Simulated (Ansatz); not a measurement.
`CC[BH][AlH2]` + H–F → `F[BH][AlH2]` + `CC` at 500 K and 1 bar (ligand exchange at a B–C bond).

Program: Ansatz. Geometries: PBE0-D4/def2-TZVP. ΔE: electronic, gas phase. CBS: MP2 limit from def2 TZ/QZ plus the TZ coupled-cluster correction, frozen cores. This one scheme is used for every species. Each species was taken in one conformer, which may not be the lowest.

```tsv
species	CCSD(T)/CBS energy (Eh)	H − E (kJ/mol)	S (J/(mol·K))
`CC[BH][AlH2]`	-347.67736	282.9	417.5
H–F	-100.39570	39.4	188.7
`F[BH][AlH2]`	-368.40257	104.3	336.6
`CC`	-79.71954	220.5	259.9
```

H − E and S are ideal-gas, rigid-rotor, harmonic terms from PBE0-D4/def2-TZVP, for one conformer and one mirror image of each species. 1 Eh = 2625.50 kJ/mol, R = 8.31446 J/(mol·K).

Problem. By hand: ΔE, ΔH, ΔS and ΔG.

Solution. ΔE = (-368.40257) + (-79.71954) − (-347.67736) − (-100.39570) = -0.04905 Eh = -128.8 kJ/mol. Δ(H − E) = 104.3 + 220.5 − 282.9 − 39.4 = 2.5, so ΔH = -126.3 kJ/mol. ΔS = 336.6 + 259.9 − 417.5 − 188.7 = -9.7 J/(mol·K). ΔG = -126.3 − 500 × (-9.7)/1000 = -121.5 kJ/mol.

Problem. By hand: the equilibrium constant, and the temperature at which ΔG would vanish if ΔH and ΔS stayed fixed.

Solution. log₁₀ K = −ΔG/(RT ln 10) = 12.7. ΔG = 0 at ΔH/ΔS = 13021 K, far beyond where these terms or the molecules hold.

The number of gas molecules stays the same, so ΔS is small and ΔH decides. A doubt of 5 kJ/mol in ΔE shifts log₁₀ K by 0.5 here. Other conformers and mirror images would add mixing entropy, several J/(mol·K) or more a flexible species. Modes under 60 cm⁻¹, often nearly free rotors, make the harmonic entropy too high. These are equilibria of isolated gas molecules and say nothing of rates. Largest T1 diagnostic: 0.014 (customary marks: 0.02 for closed shells, 0.045 for open ones).
